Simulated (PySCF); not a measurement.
**Level sweep**

C2H7BN2.
Numbering: `[CH2:1]=[CH:2][B:3]([NH2:4])[NH2:5]` (hydrogens: H6, H7 on C1; H8 on C2; H9, H10 on N4; H11, H12 on N5)

PySCF, dipoles from the SCF density, polarisabilities from static response with core orbitals frozen. Isolated species at its PBE0-D3(BJ)/def2-SVP geometry, gas phase.

The anisotropy is √(½[(α1 − α2)² + (α2 − α3)² + (α3 − α1)²]).

| level | μ (D) | α (Å³) | anisotropy (Å³) |
| --- | --- | --- | --- |
| LDA/def2-SVPD | 1.308 | 9.00 | 4.18 |
| PBE/def2-SVPD | 1.295 | 8.90 | 4.19 |
| B3LYP/def2-SVPD | 1.210 | 8.63 | 3.97 |
| PBE0/def2-SVPD | 1.208 | 8.52 | 3.93 |
| BHandHLYP/def2-SVPD | 1.125 | 8.28 | 3.78 |
| CAM-B3LYP/def2-SVPD | 1.178 | 8.46 | 3.82 |
| wB97X-D/def2-SVPD | 1.186 | 8.49 | 3.75 |
| LC-wPBE/def2-SVPD | 1.175 | 8.23 | 3.69 |
| HF/def2-SVPD | 1.039 | 7.99 | 3.63 |
| PBE0/6-31G* | 1.386 | 6.58 | 5.10 |
| PBE0/6-31+G* | 1.238 | 7.98 | 3.80 |
| PBE0/def2-SVP | 1.448 | 6.93 | 4.67 |
| PBE0/aug-cc-pVDZ | 1.190 | 8.84 | 3.83 |
| PBE0/def2-TZVP | 1.249 | 8.09 | 4.08 |
| PBE0/def2-TZVPD | 1.191 | 8.77 | 3.87 |

The dipole runs from 1.04 D (HF/def2-SVPD) to 1.45 D (PBE0/def2-SVP). No reference polarisability is at hand; against PBE0 in the largest diffuse basis at hand (def2-TZVPD) the other PBE0 rows deviate by 6-31G* -25%, 6-31+G* -9%, def2-SVP -21%, def2-SVPD -3%, aug-cc-pVDZ +1%, def2-TZVP -8%. In one basis (def2-SVPD) the functionals order the polarisability from HF (lowest) to LDA (highest), a spread of 13%. With PBE0 the polarisability is 7.20 Å³ without diffuse functions (mean of 6-31G*, def2-SVP and def2-TZVP) and 8.53 Å³ with them (mean of 6-31+G*, def2-SVPD, aug-cc-pVDZ and def2-TZVPD).
